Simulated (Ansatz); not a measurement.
Species: sum formula TaOCl, charge 0, multiplicity 3. This is an excited triplet: at this geometry the singlet lies 0.05 eV lower at RI-MP2/CBS(def2-TZVPPD,def2-QZVPPD)+[CCSD(T)-MP2]/def2-TZVPPD. SMILES: [Ta]([Cl])=[O]
Geometry: optimised at B3LYP-D3(BJ)/def2-TZVP (Ansatz, an electronic-structure program).

Parts of the frozen-core correlation energy in def2-TZVPPD (Ansatz, hartree). Frozen orbitals: 10; correlated occupied orbitals by spin: 10 and 8; virtual: 130 and 132. Open shells are spin-unrestricted. No spin-orbit coupling. Past Kr the def2 sets carry scalar-relativistic core potentials.

```tsv
term	value
reference (HF)	-590.87847
MP2 opposite-spin	[?]
MP2 same-spin	-0.16382
CCSD correlation	[?]
(T)	[?]
T1 diagnostic	0.029
largest doubles amplitude	0.026
<S^2> of the reference	2.040
```

Problem. Some entries are withheld; supply them.

Solution. 
- MP2 opposite-spin, value: -0.39916
- CCSD correlation, value: -0.55955
- (T), value: -0.03289
